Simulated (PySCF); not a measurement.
## Calculated data, CH8GeSi2, CH4BClGe, ClGeH3NO, AlBGeH5O and others

All values are calculated (PySCF 2.14.0). Calculation on a computer-drawn molecule: optimised geometry and harmonic frequencies of an isolated molecule of the commonest isotopes, restricted reference for singlets and unrestricted otherwise, frozen core in MP2; on germanium a core potential holds 10 electrons, which the energies leave out, and 3d is frozen in MP2 and coupled-cluster steps.

Common to all runs: method HF; basis and core potential on germanium cc-pVDZ-PP ECP10MDF.

(1) CH8GeSi2

Start structure:
```xyz
12
CH8GeSi2
Si     0.4780    -1.1033     0.5388
C      1.1756    -1.5368    -1.2082
Ge     2.0657    -0.3954    -2.2905
Si     2.0798     1.9103    -2.1161
H      0.4249     0.3473     0.6794
H      1.3764    -1.7122     1.6056
H     -0.8111    -1.6933     0.6820
H      1.1824    -2.6325    -1.3682
H      2.5028    -0.9713    -3.5944
H      0.6360     2.4118    -2.1300
H      2.7389     2.3776    -0.9018
H      2.7313     2.4656    -3.2306
```

Here we set charge 0, multiplicity 1 and basis cc-pV(D+d)Z.

Results for CH8GeSi2: rotational constants 3.811, 1.482, 1.094 GHz; total energy -913.7213 hartree; convergence status largest gradient component 8.859e-06 hartree/bohr.

Drawn bonds:
```
atom  other atom  order
   1           2      1
   2           3      2
   3           4      1
   1           5      1
   1           6      1
   1           7      1
   2           8      1
   3           9      1
   4          10      1
   4          11      1
   4          12      1
```

Optimised structure:
```xyz
12
CH8GeSi2
Si     0.5270    -1.1140     0.4952
C      1.2794    -1.5912    -1.1272
Ge     1.9393    -0.4581    -2.3246
Si     1.9981     1.9308    -2.0890
H      0.5610     0.3652     0.6325
H      1.2574    -1.7019     1.6469
H     -0.8864    -1.5557     0.6080
H      1.3292    -2.6462    -1.3872
H      2.5256    -1.0115    -3.6245
H      0.6219     2.4654    -2.0217
H      2.7410     2.3003    -0.8663
H      2.6872     2.4847    -3.2761
```

Modes:
```
frequency (cm⁻¹)  reduced mass (dalton)
           33.88                  1.041
           87.12                  4.972
           135.6                  1.257
           169.2                  2.235
           214.9                  4.738
           362.9                  9.262
           424.6                  1.038
           562.2                  1.269
           565.5                  1.125
             593                   1.78
           708.2                  1.088
           729.6                  1.245
           782.7                  1.262
           837.9                  1.521
           944.3                  1.461
           984.6                  1.306
            1020                  1.042
            1022                  1.037
            1024                  1.037
            1036                  1.083
            1049                  1.048
            1222                  1.952
            2223                   1.02
            2275                   1.05
            2278                  1.049
            2296                   1.02
            2320                  1.036
            2330                  1.036
            2333                  1.049
            3303                  1.086
```

(2) CH4BClGe

Start structure:
```xyz
8
CH4BClGe
C     -0.7218     0.6319    -0.1651
B      0.7103     0.8901     0.5005
Ge     0.8978     1.3713     2.5920
Cl     0.4967     3.5293     2.0936
H     -1.4793     0.3263     0.5164
H     -0.6729    -0.1116    -0.9953
H     -1.0461     1.5465    -0.5827
H      1.6336     0.9927    -0.3207
```

Settings of this run: charge 0, multiplicity 1 and basis cc-pV(D+d)Z.

It finds rotational constants 4.176, 2.43, 1.647 GHz; total energy -817.7795 hartree; convergence status largest gradient component 1.042e-05 hartree/bohr.

Drawn bonds:
```
atom  other atom  order
   1           2      1
   2           3      1
   3           4      1
   1           5      1
   1           6      1
   1           7      1
   2           8      1
```

Optimised structure:
```xyz
8
CH4BClGe
C     -0.7454     0.6704    -0.1928
B      0.6551     1.0419     0.4295
Ge     1.0397     1.2059     2.5152
Cl     0.5117     3.3843     2.3325
H     -1.5928     0.6988     0.4949
H     -0.6499    -0.3644    -0.5562
H     -0.9786     1.2792    -1.0705
H      1.5786     1.2604    -0.3140
```

Modes:
```
frequency (cm⁻¹)  reduced mass (dalton)
           69.63                  4.647
           97.32                  1.077
           147.7                  2.338
           176.3                  3.318
           368.9                  37.76
           466.7                  3.952
           658.7                  1.124
           837.2                  1.102
           878.3                  1.775
            1047                   2.77
            1173                  1.542
            1426                  1.277
            1536                  1.051
            1572                  1.067
            2661                   1.09
            3133                   1.05
            3214                  1.081
            3253                  1.104
```

(3) ClGeH3NO

Start structure:
```xyz
7
ClGeH3NO
N     -0.4971     1.8037    -1.6049
Ge    -1.8426     2.8580    -0.6578
O     -3.2387     1.9051    -0.8076
Cl    -1.2938     2.6261     1.4078
H     -0.6019     1.8483    -2.6043
H      0.4081     2.1638    -1.3657
H     -3.4179     1.3604    -1.6731
```

It was run with charge 0, multiplicity 2 and basis cc-pV(D+d)Z.

Results for ClGeH3NO: rotational constants 5.782, 2.79, 2.138 GHz; total energy -884.0039 hartree; spin squared 0.7641; convergence status largest gradient component 1.089e-05 hartree/bohr.

Drawn bonds:
```
atom  other atom  order
   1           2      1
   2           3      1
   2           4      1
   1           5      1
   1           6      1
   3           7      1
```

Optimised structure:
```xyz
7
ClGeH3NO
N     -0.2868     1.9287    -1.5829
Ge    -1.7347     2.7021    -0.7883
O     -3.0989     1.7614    -1.4066
Cl    -1.6155     2.4015     1.3829
H     -0.4684     1.6193    -2.5239
H      0.5645     2.4626    -1.5610
H     -3.8441     1.6899    -0.8258
```

Modes:
```
frequency (cm⁻¹)  reduced mass (dalton)
           97.22                  1.495
           158.7                  1.683
           214.2                   2.38
           244.2                  4.189
           268.5                  2.256
           394.6                  23.31
           567.2                  1.652
           714.2                  2.916
           744.2                  10.74
           902.5                  1.108
           955.1                  1.157
            1677                  1.099
            3732                   1.05
            3837                  1.095
            4149                  1.067
```

(4) AlBGeH5O

Start structure:
```xyz
9
AlBGeH5O
Al     2.8327     2.1903     2.4398
O      1.5733     2.3479     1.4933
B      0.4506     2.4469     0.8414
Ge    -0.7483     1.0769    -0.0067
H      4.2278     1.8833     1.7622
H      2.8016     2.3007     4.0010
H     -0.5656    -0.4393     0.1931
H     -0.9029     1.2480    -1.4600
H     -2.1508     1.2021     0.4947
```

It was run with charge 0, multiplicity 2 and basis cc-pV(D+d)Z.

It finds rotational constants 21.68, 0.9649, 0.9481 GHz; total energy -637.7825 hartree; spin squared 0.7585; convergence status largest gradient component 5.487e-06 hartree/bohr.

Drawn bonds:
```
atom  other atom  order
   1           2      1
   2           3      1
   3           4      1
   1           5      1
   1           6      1
   4           7      1
   4           8      1
   4           9      1
```

Optimised structure:
```xyz
9
AlBGeH5O
Al     2.9317     2.1562     2.4725
O      1.5314     2.2842     1.5146
B      0.4625     2.5021     0.7760
Ge    -0.8411     1.0493    -0.0212
H      4.3028     2.0277     1.7242
H      2.7396     2.1664     4.0280
H     -0.4671    -0.4083     0.3204
H     -0.8762     1.1780    -1.5512
H     -2.2652     1.3012     0.4955
```

Modes:
```
frequency (cm⁻¹)  reduced mass (dalton)
           56.37                  6.531
            56.9                  1.287
           93.77                   1.39
           136.7                  2.431
           213.6                  6.477
           417.3                  2.079
           507.9                   1.17
           596.5                  1.226
           624.8                  2.254
           661.5                  1.163
           737.7                  5.611
             837                  1.145
           899.9                  1.056
           962.4                  1.019
           962.7                  1.021
            1480                  11.93
            2042                  1.022
            2043                  1.064
            2155                  1.022
            2194                  1.023
            2208                  1.015
```

(5) GeH5NOSi

Start structure:
```xyz
9
GeH5NOSi
N     -0.6361     1.5490     3.8396
Si     0.9053     1.2909     3.0728
Ge     0.4397     2.0862     0.8126
O      2.0675     1.5187     0.2343
H     -1.0707     2.3930     3.9158
H     -0.7665     1.1725     4.8346
H      1.9742     1.7697     3.8863
H      0.9867    -0.1663     3.3053
H      2.3030     1.6411    -0.5855
```

Settings of this run: charge 0, multiplicity 1 and basis cc-pV(D+d)Z.

It finds rotational constants 8.02, 1.783, 1.489 GHz; total energy -714.5673 hartree; convergence status largest gradient component 1.685e-05 hartree/bohr.

Drawn bonds:
```
atom  other atom  order
   1           2      1
   2           3      1
   3           4      1
   1           5      1
   1           6      1
   2           7      1
   2           8      1
   4           9      1
```

Optimised structure:
```xyz
9
GeH5NOSi
N     -0.7007     1.5236     3.9897
Si     0.7758     1.2764     3.1053
Ge     0.5236     2.1246     0.7812
O      2.1197     1.4434     0.3139
H     -1.1002     2.4446     3.9998
H     -0.7771     1.1250     4.9087
H      1.9780     1.9107     3.7223
H      1.0273    -0.1860     3.0856
H      2.3567     1.5924    -0.5907
```

Modes:
```
frequency (cm⁻¹)  reduced mass (dalton)
           47.49                  3.583
             104                  4.346
           191.9                  2.008
             220                  1.765
           347.5                  5.148
             407                  1.164
           499.4                  1.199
           558.8                  1.127
           705.9                  11.07
           744.5                   1.07
           823.9                  2.031
             863                   1.73
           934.5                  1.129
           990.6                  1.267
            1039                  1.053
            1704                  1.104
            2233                  1.041
            2288                  1.039
            3751                  1.051
            3837                  1.094
            4144                  1.067
```

(6) CH7BGeN

Start structure:
```xyz
11
CH7BGeN
C     -2.8167     0.9363     0.7866
B     -1.4170     0.8018     1.2643
N     -0.1574     0.6659     1.5530
Ge     1.4557     1.6301     0.8113
H     -2.8406     1.7613    -0.0312
H     -3.4782     1.2740     1.6268
H     -3.2454     0.0416     0.3318
H      0.2183     0.0890     2.2615
H      0.8039     2.5064    -0.1795
H      2.3164     0.4523     0.4015
H      1.9182     2.3476     2.0949
```

It was run with charge 1, multiplicity 1 and basis cc-pVDZ.

Results for CH7BGeN: rotational constants 19.16, 1.662, 1.576 GHz; total energy -414.2676 hartree; convergence status largest gradient component 3.419e-05 hartree/bohr.

Drawn bonds:
```
atom  other atom  order
   1           2      1
   2           3      1
   3           4      1
   1           5      1
   1           6      1
   1           7      1
   3           8      1
   4           9      1
   4          10      1
   4          11      1
```

Optimised structure:
```xyz
11
CH7BGeN
C     -2.8183     0.9656     0.7678
B     -1.3844     0.7870     1.2316
N     -0.1330     0.6703     1.5968
Ge     1.4333     1.6259     0.8592
H     -2.8446     1.7461    -0.0001
H     -3.4527     1.2781     1.6001
H     -3.2019     0.0389     0.3362
H      0.0812     0.0200     2.3417
H      0.7950     2.4978    -0.2040
H      2.3041     0.5061     0.3337
H      1.9784     2.3705     2.0579
```

Modes:
```
frequency (cm⁻¹)  reduced mass (dalton)
           24.27                  1.066
           89.76                  1.198
             106                  3.718
           346.3                  1.795
           354.2                  3.878
             478                  1.408
           505.3                  2.588
           665.7                  1.233
           683.2                   1.19
           840.4                  2.309
           929.9                  1.155
           940.5                  1.028
           942.9                  1.626
           947.9                  1.027
           966.3                  1.556
            1170                  1.261
            1431                  1.256
            1512                   1.04
            1522                  1.048
            1807                  10.39
            2314                  1.017
            2329                  1.018
            2333                  1.026
            3176                  1.037
            3262                  1.097
            3288                  1.102
            3720                  1.076
```
